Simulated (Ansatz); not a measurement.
`C=[C]([GaH2])[InH2]` + CH₃NH₂ → `C[NH][InH2]` + `C=[CH][GaH2]` at 500 K and 1 bar (ligand exchange at the In–C bond).

Program: Ansatz. Geometries: PBE0-D4/def2-TZVP. ΔE: electronic, gas phase. CCSD(T)/CBS is the MP2 limit (def2-TZVPP, def2-QZVPP) plus CCSD(T) − MP2 in def2-TZVPP, frozen cores. def2 core potentials past Kr. For Ga, In outer-core shells are correlated without core-valence functions, which leaves a few kJ/mol of doubt a bond. Scalar relativity is left out up to krypton.

| species | CCSD(T)/CBS energy (Eh) | H − E (kJ/mol) | S (J/(mol·K)) |
| --- | --- | --- | --- |
| `C=[C]([GaH2])[InH2]` | -2193.38903 | 198.2 | 450.3 |
| CH₃NH₂ | -95.75281 | 191.8 | 270.3 |
| `C[NH][InH2]` | -286.14916 | 209.9 | 370.3 |
| `C=[CH][GaH2]` | -2003.00582 | 178.3 | 344.1 |

H − E and S are ideal-gas, rigid-rotor, harmonic terms from PBE0-D4/def2-TZVP. 1 Eh = 2625.50 kJ/mol, R = 8.31446 J/(mol·K).

**Question.** By hand: ΔE, ΔH, ΔS and ΔG.

**Answer.** ΔE = (-286.14916) + (-2003.00582) − (-2193.38903) − (-95.75281) = -0.01314 Eh = -34.5 kJ/mol. Δ(H − E) = 209.9 + 178.3 − 198.2 − 191.8 = -1.8, so ΔH = -36.3 kJ/mol. ΔS = 370.3 + 344.1 − 450.3 − 270.3 = -6.2 J/(mol·K). ΔG = -36.3 − 500 × (-6.2)/1000 = -33.2 kJ/mol.

**Question.** By hand: the equilibrium constant, and the temperature at which ΔG would vanish if ΔH and ΔS stayed fixed.

**Answer.** log₁₀ K = −ΔG/(RT ln 10) = 3.5. ΔG = 0 at ΔH/ΔS = 5855 K, far beyond where these terms or the molecules hold.

The number of gas molecules stays the same, so ΔS is small and ΔH decides. A doubt of 5 kJ/mol in ΔE shifts log₁₀ K by 0.5 here. These are equilibria of isolated gas molecules and say nothing of rates. Largest T1 diagnostic: 0.016 (customary marks: 0.02 for closed shells, 0.045 for open ones).
